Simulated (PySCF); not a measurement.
Species: C4H7FOSi.
Atom-mapped SMILES: `[CH2:1]=[CH:2][C:3](=[O:4])[Si@@H:5]([CH3:6])[F:7]` (hydrogens: H8, H9 on C1; H10 on C2; H11 on Si5; H12, H13, H14 on C6)

The calculation used TDDFT B3LYP/def2-SVPD, vertical, gas phase, core orbitals frozen in the response (PySCF 2.14.0, density-fitted response routines). Isolated species at its GFN2-xTB geometry (one conformer only). Torsions of this conformer, `[CH2:1]=[CH:2][C:3](=[O:4])[Si@@H:5]([CH3:6])[F:7]`: C1–C2–C3–O4 6°, C2–C3–Si5–C6 -106°.

Each state is given a Gaussian of 0.5 eV full width at half maximum, with ε(max) = 2.175×10⁸ f / Δν̃ (Δν̃ the width in cm⁻¹). The width is an assumption, not a result. The curve ends short of the highest state used, and states not computed would add to its high-energy end.

| E (eV) | ε (L mol⁻¹ cm⁻¹) |
| --- | --- |
| 2.01 | 0 |
| 2.13 | 1 |
| 2.24 | 4 |
| 2.36 | 15 |
| 2.48 | 37 |
| 2.60 | 65 |
| 2.72 | 84 |
| 2.84 | 79 |
| 2.96 | 54 |
| 3.08 | 27 |
| 3.20 | 10 |
| 3.32 | 3 |
| 3.44 | 0 |
| 3.56 | 0 |
| 3.67 | 0 |
| 3.79 | 0 |
| 3.91 | 0 |
| 4.03 | 0 |
| 4.15 | 0 |
| 4.27 | 0 |
| 4.39 | 0 |
| 4.51 | 2 |
| 4.63 | 18 |
| 4.75 | 116 |
| 4.87 | 556 |
| 4.98 | 1765 |
| 5.10 | 4583 |
| 5.22 | 8649 |
| 5.34 | 11891 |
| 5.46 | 12006 |
| 5.58 | 9187 |
| 5.70 | 5928 |
| 5.82 | 4026 |
| 5.94 | 3206 |
| 6.06 | 2517 |
| 6.18 | 1708 |

Problem. Where are the band maxima, and which computed states make them?

Solution. 450 nm (2.76 eV), ε about 85, made up of S1 (100%); 229 nm (5.40 eV), ε about 12000, made up of S2 (99%) (ε in L mol⁻¹ cm⁻¹; maxima over ε = 5, shares over 10%). The states used: S1 2.76 eV (f 0.0016); S2 5.40 eV (f 0.228); S3 5.93 eV (f 0.046); S4 6.05 eV (f 0.0040); S5 6.23 eV (f 0.0035); S6 6.48 eV (f 0.0051); S7 6.58 eV (f 0.0016); S8 6.78 eV (f 0.0042).

Problem. Coming from long wavelengths, where does ε first pass 100 L mol⁻¹ cm⁻¹?

Solution. At about 262 nm (4.74 eV), 1.98 eV above S1.

Problem. What would ε be at 5.40 eV, the highest of these maxima, with half the width (0.25 eV)?

Solution. About 24600 L mol⁻¹ cm⁻¹ against 12400, a factor of about 1.98; a lone state at its own centre would give exactly 2.

Problem. On this curve, what absorbance would a 10⁻³ mol/L sample give at 266 nm over a 1 cm path?

Solution. 266 nm is 4.661 eV, where ε is about 30 L mol⁻¹ cm⁻¹, so A = ε c l ≈ 0.03 (Beer–Lambert, with the gas-phase spectrum and the assumed width).
